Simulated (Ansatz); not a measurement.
Computed with Ansatz on PBE0-D4/def2-TZVP structures; ΔE is electronic, products minus reactants. CBS: MP2 limit from def2 TZ/QZ plus the TZ coupled-cluster correction, frozen cores. DFT in def2-TZVPP. For Se outer-core shells are correlated without core-valence functions, which leaves a few kJ/mol of doubt a bond. Scalar relativity is left out up to krypton. One conformer a species, not always the lowest.

Consider the isomerisation: `BC(C)[SeH]` → `CB(C)[SeH]`.

`BC(C)[SeH]`:

Cartesian coordinates in Å:
```
B -1.576 0.063 -0.412
C -0.089 -0.296 -0.157
C 0.879 0.844 0.103
Se 0.053 -1.749 1.158
H -2.435 -0.762 -0.310
H -1.858 1.163 -0.792
H 0.146 -0.774 -1.128
H 0.688 1.298 1.078
H 0.764 1.619 -0.660
H 1.918 0.508 0.094
H 1.509 -1.913 1.027
```

`CB(C)[SeH]`:

Cartesian coordinates in Å:
```
C -0.304 -0.230 -1.504
B 0.111 -0.304 0.004
C -0.096 0.909 0.971
Se 0.913 -1.963 0.597
H 0.024 -1.065 -2.125
H -1.399 -0.183 -1.563
H 0.055 0.701 -1.956
H -1.043 1.421 0.771
H 0.691 1.645 0.761
H -0.042 0.671 2.034
H 1.088 -1.601 2.010
```

CCSD(T)/CBS gives -191.6 kJ/mol.

(1) Another level gave -192.7 kJ/mol. Which?
A. SCS-MP2/def2-TZVPP
B. PBE-D4/def2-TZVPP
C. r2SCAN/def2-TZVPP
D. MP2/def2-TZVPP

Largest T1 diagnostic among the species: 0.011.

Results:

(1) D. MP2/def2-TZVPP -192.7, SCS-MP2/def2-TZVPP -184.8, r2SCAN -203.0, PBE-D4 -198.7 kJ/mol.

In def2-TZVPP, CCSD(T) changes the Hartree–Fock value by −8.9 kJ/mol (the triples alone add −1.3 kJ/mol) and MP2 by −11.5 kJ/mol.
